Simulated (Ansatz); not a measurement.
Basis-set series for ClH₂O₂Sn (`[OH][Sn]([OH])[Cl]`) radical. Charge 0, multiplicity 2. Sn takes the def2 core potential. All single points use the PBE0-D4/def2-TZVP geometry. It is one conformer, not always the lowest.

| functional | basis | functions | energy (Eh) | HOMO (eV) | LUMO (eV) |
| --- | --- | --- | --- | --- | --- |
| PBE0-D4 | def2-SVP | 82 | -825.62675 | -6.98 | -4.14 |
| PBE0-D4 | def2-TZVPP | 182 | -826.00022 | -7.20 | -4.33 |
| ωB97M-V | def2-SVP | 82 | -825.81140 | -9.01 | -2.28 |
| ωB97M-V | def2-TZVPP | 182 | -826.18819 | -9.27 | -2.55 |

(1) Give the rows for def2-QZVPP. (An estimate is asked.)

Answers

(1) Ansatz gave: 
| functional | basis | functions | energy (Eh) | HOMO (eV) | LUMO (eV) |
| --- | --- | --- | --- | --- | --- |
| PBE0-D4 | def2-QZVPP | 326 | -826.02576 | -7.24 | -4.38 |
| ωB97M-V | def2-QZVPP | 326 | -826.21280 | -9.31 | -2.63 |

HOMO and LUMO are taken over both spins.
